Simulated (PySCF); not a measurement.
# Electron correlation in Ge⁺ (germanium, charge +1)

[Ar] 3d10 4s2 4p1, 2P determinant. All numbers are calculated (PySCF 2.14, scalar relativity by spin-free X2C-1e, in jorge-DZP-DKH). Frozen: [Ar] 3d10; 3 electrons correlated.

MP2 pair energies summed by pair of shells (mhartree):

```
 pair  energy  share (%)
4s-4s  -17.71       74.5
4s-4p   -6.08       25.5
```

Total MP2 correlation energy: -23.78 mhartree.

Same-spin part -1.05 and opposite-spin part -22.73 mhartree; SCS-MP2 scales them by 1/3 and 6/5 to -27.63 mhartree.

| level | correlation energy (mhartree) |
| --- | --- |
| CCSD | -34.41 |
| (T) | -0.15 |
| CCSD(T) | -34.56 |

Diagnostics: T1 = 0.0048, D1 = 0.0092, largest double amplitude 0.101.

Cost of the coupled-cluster step: 0.31 s of wall time on 1 thread of Neoverse-V1 (shared host), for 3 correlated electrons.
